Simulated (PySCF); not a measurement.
H₆N₂Si, SMILES N[SiH2]N, PBE/def2-SVP optimised geometry.

```
9

N      1.34    -0.70     0.00
Si    -0.40    -0.70     0.00
N     -0.93     0.95     0.00
H      1.85    -0.28     0.78
H      1.83    -1.52    -0.37
H     -0.74    -1.57    -1.19
H     -1.13    -1.29     1.19
H     -1.85     1.18     0.37
H     -0.67     1.57    -0.77
```

Density from PBE/def2-TZVP run with PySCF at that geometry.

Minimum of the electron density along straight lines between bonded atoms, close to the bond critical point (lines longer than 1.1 times the sum of covalent radii, or with two minima, are not listed):

```
bond    length / Å  ρ at the minimum / e bohr⁻³  ∇²ρ there / e bohr⁻⁵  position (fraction from the first atom)
------  ----------  ---------------------------  --------------------  ---------------------------------------
N1–Si2       1.739                        0.128                  0.50                                     0.60
Si2–N3       1.739                        0.128                  0.50                                     0.40
N1–H4        1.023                        0.324                 -1.47                                     0.73
N1–H5        1.022                        0.324                 -1.47                                     0.73
Si2–H6       1.514                        0.117                  0.10                                     0.49
Si2–H7       1.514                        0.117                  0.10                                     0.49
N3–H8        1.022                        0.324                 -1.47                                     0.73
N3–H9        1.023                        0.324                 -1.47                                     0.73
```
